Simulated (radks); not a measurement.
Spherical quantum dot in the effective-mass picture: electrons in a well V = -V0 / (1 + exp((r - R)/a)) with V0 = 13.5, R = 3.65, a = 0.19, all in effective atomic units (hartree* = m*/eps^2 hartree, bohr* = eps/m* bohr), one dielectric constant everywhere. Calculated with a radial shooting solver with Libxc functionals: non-relativistic Kohn-Sham, PBE, spin-polarised, spherical densities. Levels are named by radial order and angular momentum (1s, 1p, 1d, 2s, ...), and open shells are averaged over m.

N = 4, configuration 1s2 1p(up 2, down 0). This is the lowest configuration that the search found. Occupied and some empty levels:

level,occupation,eigenvalue (hartree*),<r> (bohr*)
1s up,1,-11.723,1.987
1s down,1,-11.646,1.944
1p up,2,-11.399,2.221
1p down,0,-11.307,2.209
1d up,0,-10.938,2.385
1d down,0,-10.840,2.383
2s up,0,-10.510,1.758
2s down,0,-10.479,1.769
1f up,0,-10.363,2.511
1f down,0,-10.264,2.514

Energy (hartree*): total -49.2350, kinetic 2.0893, external -53.531, Hartree 3.4293, exchange-correlation -1.2231.
